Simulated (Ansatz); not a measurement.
`CO[SiH]([SiH3])Cl` → `[CH2]` (triplet) + `O[SiH]([SiH3])Cl` at 600 K and 1 bar (formal loss of a carbene).

Isolated molecules relaxed with PBE0-D4/def2-TZVP in Ansatz; ΔE leaves out vibrations. CCSD(T)/CBS is the MP2 limit (def2-TZVPP, def2-QZVPP) plus CCSD(T) − MP2 in def2-TZVPP, frozen cores. This one scheme is used for every species. Triplets are unrestricted, without spin–orbit coupling. One conformer a species, not always the lowest.

```json
{"species": "`CO[SiH]([SiH3])Cl`", "CCSD(T)/CBS energy (Eh)": "-1155.45034", "H − E (kJ/mol)": "278.7", "S (J/(mol·K))": "500.9"}
{"species": "`[CH2]` (triplet)", "CCSD(T)/CBS energy (Eh)": "-39.09499", "H − E (kJ/mol)": "66.5", "S (J/(mol·K))": "220.8"}
{"species": "`O[SiH]([SiH3])Cl`", "CCSD(T)/CBS energy (Eh)": "-1116.20942", "H − E (kJ/mol)": "191.6", "S (J/(mol·K))": "443.1"}
```

H − E and S are ideal-gas, rigid-rotor, harmonic terms from PBE0-D4/def2-TZVP, for one conformer and one mirror image of each species, with the whole ground term of open shells counted as degenerate. 1 Eh = 2625.50 kJ/mol, R = 8.31446 J/(mol·K).

**Question.** By hand: ΔE, ΔH, ΔS and ΔG.

**Answer.** ΔE = (-39.09499) + (-1116.20942) − (-1155.45034) = 0.14593 Eh = 383.1 kJ/mol. Δ(H − E) = 66.5 + 191.6 − 278.7 = -20.6, so ΔH = 362.5 kJ/mol. ΔS = 220.8 + 443.1 − 500.9 = 163.0 J/(mol·K). ΔG = 362.5 − 600 × (163.0)/1000 = 264.7 kJ/mol.

**Question.** By hand: the equilibrium constant, and the temperature at which ΔG would vanish if ΔH and ΔS stayed fixed.

**Answer.** log₁₀ K = −ΔG/(RT ln 10) = -23.0. ΔG = 0 at ΔH/ΔS = 2224 K.

The number of gas molecules changes by +1, which sets the sign of ΔS. A doubt of 5 kJ/mol in ΔE shifts log₁₀ K by 0.4 here. Other conformers and mirror images would add mixing entropy, several J/(mol·K) or more a flexible species. A triplet takes part, so the spin changes. These are equilibria of isolated gas molecules and say nothing of rates. Largest T1 diagnostic: 0.012 (customary marks: 0.02 for closed shells, 0.045 for open ones).
